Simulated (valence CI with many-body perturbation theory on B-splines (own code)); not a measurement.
## E1 line list for F⁴⁺

Calculated by valence CI with perturbative core correlation (CI+MBPT): three valence electrons over a frozen Dirac-Fock core [He], a basis of 11 s, 11 p, 9 d, 7 f, 5 g, 2 h, 1 i functions for each j, with the one-electron correlation potential Σ1, the two-electron term Σ2, the three-electron term Σ3, Breit, model QED; selected CI, second order for the rest, scaled by the run's own slope (own B-spline code, finite nucleus).

Against 24 measured levels this calculation errs by 90 cm⁻¹ on average and by 220 at most. These come from a selection out of Moore, Atomic Energy Levels, vol. I, NSRDS-NBS 35 (1971 reprint of NBS Circular 467, 1949), an old analysis. Levels without a partner in it may be off by more.

Lines 151 to 200 of 277 in falling wavelength, among levels below 773730 cm⁻¹, chosen from the strongest by gf and those to the six lowest levels. Wavelengths and rates use the calculated energies, so an error of 90 cm⁻¹ moves a line at 206.7 Å by 0.019 % and its rate by three times that or more. Electric multipoles are in the length gauge, E1 and E2 with the static RPA response of the core. Weak lines are less certain than strong ones. Lines between different terms over intervals too small for the method are left out, as are lines whose strength nearly cancels. The highest levels of a list are the least certain.

Letters in brackets count levels of one name in rising energy.

```
λ vac (Å)  λ from measured levels                 Upper           Lower   A (s⁻¹)  S (a.u.) with core polarisation  S without
    213.4                              2s 2p 3s 4P°_5/2   2s 2p2 2D_5/2  3.99e+05                         1.15e-05   1.14e-05
    208.7                                2s2 3p 2P°_3/2   2s 2p2 4P_5/2  6.13e+04                         1.10e-06   1.09e-06
    208.6                                2s2 3p 2P°_1/2   2s 2p2 4P_3/2  1.53e+04                         1.37e-07   1.36e-07
    206.7                   206.6      2s 2p 3d 2D°_5/2   2s 2p2 2P_3/2  1.01e+10                         2.65e-01   2.66e-01
    206.5                   206.4      2s 2p 3d 2D°_3/2   2s 2p2 2P_1/2  8.75e+09                         1.52e-01   1.53e-01
    205.8                          2s 2p 3s 2P°_1/2 [a]   2s 2p2 2D_3/2  1.05e+10                         9.03e-02   8.95e-02
    205.6                          2s 2p 3s 2P°_3/2 [a]   2s 2p2 2D_5/2  9.53e+09                         1.64e-01   1.62e-01
    201.1                          2s 2p 3s 2P°_3/2 [b]   2s 2p2 2P_3/2  1.32e+10                         2.12e-01   2.11e-01
    200.9                          2s 2p 3s 2P°_1/2 [b]   2s 2p2 2P_1/2  1.08e+10                         8.67e-02   8.64e-02
    194.2                          2s 2p 3s 2P°_3/2 [b]   2s 2p2 2S_1/2  1.58e+10                         2.29e-01   2.29e-01
    194.1                          2s 2p 3s 2P°_1/2 [b]   2s 2p2 2S_1/2  1.40e+10                         1.01e-01   1.01e-01
    192.0                   192.0      2s 2p 3d 2P°_3/2   2s 2p2 2S_1/2  3.05e+10                         4.26e-01   4.28e-01
    192.0                   191.9      2s 2p 3d 2P°_1/2   2s 2p2 2S_1/2  3.11e+10                         2.17e-01   2.18e-01
    190.9                   190.8         2s2 3s 2S_1/2  2s2 2p 2P°_3/2  1.10e+10                         7.57e-02   7.50e-02
    190.6                   190.6         2s2 3s 2S_1/2  2s2 2p 2P°_1/2  5.50e+09                         3.76e-02   3.72e-02
    187.0                              2s 2p 3s 4P°_3/2   2s 2p2 4P_5/2  9.12e+09                         1.18e-01   1.17e-01
    187.0                              2s 2p 3s 4P°_1/2   2s 2p2 4P_3/2  1.69e+10                         1.09e-01   1.08e-01
    186.9                              2s 2p 3s 4P°_1/2   2s 2p2 4P_1/2  3.38e+09                         2.18e-02   2.16e-02
    186.9                              2s 2p 3s 4P°_3/2   2s 2p2 4P_3/2  2.69e+09                         3.47e-02   3.44e-02
    186.8                              2s 2p 3s 4P°_5/2   2s 2p2 4P_5/2  1.42e+10                         2.74e-01   2.72e-01
    186.8                              2s 2p 3s 4P°_3/2   2s 2p2 4P_1/2  8.44e+09                         1.09e-01   1.08e-01
    186.7                              2s 2p 3s 4P°_5/2   2s 2p2 4P_3/2  6.10e+09                         1.17e-01   1.17e-01
    186.0                              2s 2p 3d 4F°_3/2   2s 2p2 2D_5/2  1.56e+06                         1.99e-05   1.99e-05
    185.9                              2s 2p 3d 4F°_5/2   2s 2p2 2D_5/2  1.04e+07                         1.97e-04   1.98e-04
    185.8                              2s 2p 3d 4F°_7/2   2s 2p2 2D_5/2  4.84e+06                         1.23e-04   1.23e-04
    183.6                              2s 2p 3d 4D°_3/2   2s 2p2 2D_5/2  6.08e+06                         7.44e-05   7.46e-05
    183.6                              2s 2p 3d 4D°_5/2   2s 2p2 2D_5/2  4.49e+07                         8.24e-04   8.26e-04
    183.6                              2s 2p 3d 4D°_7/2   2s 2p2 2D_5/2  8.72e+05                         2.13e-05   2.13e-05
    183.1                   183.0      2s 2p 3d 2D°_3/2   2s 2p2 2D_3/2  2.92e+10                         3.53e-01   3.55e-01
    183.1                   183.0      2s 2p 3d 2D°_3/2   2s 2p2 2D_5/2  3.15e+09                         3.81e-02   3.82e-02
    183.0                   183.0      2s 2p 3d 2D°_5/2   2s 2p2 2D_3/2  2.59e+09                         4.70e-02   4.71e-02
    183.0                   183.0      2s 2p 3d 2D°_5/2   2s 2p2 2D_5/2  2.98e+10                         5.42e-01   5.43e-01
    181.9                              2s 2p 3d 4P°_5/2   2s 2p2 2D_5/2  1.13e+08                         2.02e-03   2.03e-03
    181.9                              2s 2p 3d 4P°_3/2   2s 2p2 2D_5/2  3.06e+06                         3.64e-05   3.65e-05
    180.9                          2s 2p 3s 2P°_1/2 [a]   2s 2p2 4P_3/2  6.05e+05                         3.53e-06   3.51e-06
    180.8                          2s 2p 3s 2P°_3/2 [a]   2s 2p2 4P_5/2  5.12e+05                         5.98e-06   5.97e-06
    180.7                          2s 2p 3s 2P°_3/2 [a]   2s 2p2 4P_3/2  5.04e+05                         5.87e-06   5.83e-06
    180.6                          2s 2p 3s 2P°_3/2 [a]   2s 2p2 4P_1/2  7.43e+05                         8.64e-06   8.59e-06
    178.6                              2s 2p 3d 2F°_5/2   2s 2p2 2D_3/2  6.66e+10                         1.12e+00   1.13e+00
    178.6                          2s 2p 3s 2P°_3/2 [b]   2s 2p2 2D_5/2  8.96e+09                         1.01e-01   1.00e-01
    178.6                          2s 2p 3s 2P°_1/2 [b]   2s 2p2 2D_3/2  9.85e+09                         5.54e-02   5.51e-02
    178.6                              2s 2p 3d 2F°_5/2   2s 2p2 2D_5/2  5.25e+09                         8.86e-02   8.88e-02
    178.5                              2s 2p 3d 2F°_7/2   2s 2p2 2D_5/2  7.25e+10                         1.63e+00   1.63e+00
    176.8                   176.8      2s 2p 3d 2P°_3/2   2s 2p2 2D_5/2  2.09e+07                         2.28e-04   2.46e-04
    172.9                                2s2 4p 2P°_3/2   2s 2p2 2D_5/2  6.40e+07                         6.54e-04   6.46e-04
    168.5                                2s2 4f 2F°_5/2   2s 2p2 2D_3/2  3.61e+09                         5.11e-02   5.11e-02
    168.5                                2s2 4f 2F°_5/2   2s 2p2 2D_5/2  2.52e+08                         3.56e-03   3.57e-03
    168.5                                2s2 4f 2F°_7/2   2s 2p2 2D_5/2  3.76e+09                         7.10e-02   7.11e-02
    166.2                   166.2         2s2 3d 2D_3/2  2s2 2p 2P°_3/2  1.31e+10                         1.19e-01   1.19e-01
    166.2                   166.2         2s2 3d 2D_5/2  2s2 2p 2P°_3/2  7.84e+10                         1.07e+00   1.07e+00
```
